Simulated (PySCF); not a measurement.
Computed IR spectrum (relative IR intensity) of a molecule CH₅F₂NOSi. The structure is a stationary point at B3LYP-D3(BJ)/def2-SVP. One conformer was computed; it need not be the lowest. The numbers are results of B3LYP-D3(BJ)/def2-SVP in PySCF, not measurements. Frequencies are harmonic and unscaled.

Lines under 2 % of the strongest are left out, and lines within 2 cm⁻¹ are merged.

| ν (cm⁻¹) | relative intensity |
|---|---|
| 115 | 3.4 |
| 230 | 55 |
| 307 | 32 |
| 317 | 2.6 |
| 327 | 51 |
| 361 | 29 |
| 392 | 42 |
| 672 | 2.1 |
| 735 | 2.4 |
| 787 | 13 |
| 818 | 55 |
| 861 | 88 |
| 930 | 100 |
| 988 | 79 |
| 1058 | 44 |
| 1236 | 3.0 |
| 1450 | 2.8 |
| 1533 | 39 |
| 3024 | 9.1 |
| 3078 | 10 |
| 3586 | 21 |
| 3684 | 25 |
| 3873 | 46 |

**Question.** Pick the molecule that these values belong to.
(A) NC[Si](O)(F)F
(B) CN[Si](O)(F)F
(C) CO[Si](N)(F)F
(D) N[Si@](O)(F)CF

**Answer.** D, N[Si@](O)(F)CF
